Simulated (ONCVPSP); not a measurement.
**fluorine (F): one change to an ONCV potential, before and after**

fluorine, optimised norm-conserving Vanderbilt (ONCV), made with ONCVPSP 4.0.1 (PBEsol, scalar-relativistic). Core none, reference 1s2 2s2 2p5. Waves: 1s+2s: rc 0.40 bohr, ncon 4, nbas 7, qcut 23.8 1/bohr, 3 projectors, debl 1.2 Ha; 2p: rc 1.40 bohr, ncon 3, nbas 7, qcut 10.6 1/bohr, 2 projectors, debl 1.1 Ha. Local part: polynomial inside 0.30 bohr (lpopt 5, dvloc0 0 Ha). Core correction: none.

Change: s: debl 1. In the s channel the program set the typed energies aside and used -24.297, -1.092, 0.250 Ha.

Cutoffs: the cutoffs (Ha) at which the residual kinetic energy of the hardest occupied pseudo-wave falls to 1 and 0.1 mHa per electron; they do not see the model core or the augmentation charge, which bear on the density cutoff. Errors are all-electron minus pseudo energies relative to the spin-unpolarised reference configuration.

Task: How do hardness, ghosts and transferability respond?

Result: The potential gets neither clearly harder nor softer (684 Ha and 904 Ha → 684 Ha and 904 Ha); the number of tests with a reliable result goes from 3 to 4; the errors of the 3 common tests hardly move; the range in which the s phases agree widens (upper end 1.9 → at the end of the scan); neither file shows a bound ghost.

```csv
quantity,base,changed
"cutoff, loose",684 Ha,684 Ha
"cutoff, tight",904 Ha,904 Ha
bound ghosts,none,none
GHOST(+) flags under 300 eV,s at 96.3 eV,s at 95.7 eV
tests with a reliable result,3 of 4,4 of 4
"error for 1s2 2s2 2p4, meV [ΔE 19.32 eV]",+29,+29
"error for 1s2 2s2 2p3, meV [ΔE 57.59 eV]",+230,+230
"error for 1s2 2s2 2p2, meV [ΔE 118.08 eV]",+871,+871
s: phases at 0.41 bohr within 0.05 rad from the reference energy up to (Ha; the scan ends near 5),1.9,to the end of the scan
p: phases at 1.42 bohr within 0.05 rad from the reference energy up to (Ha; the scan ends near 5),2.7,2.7
```
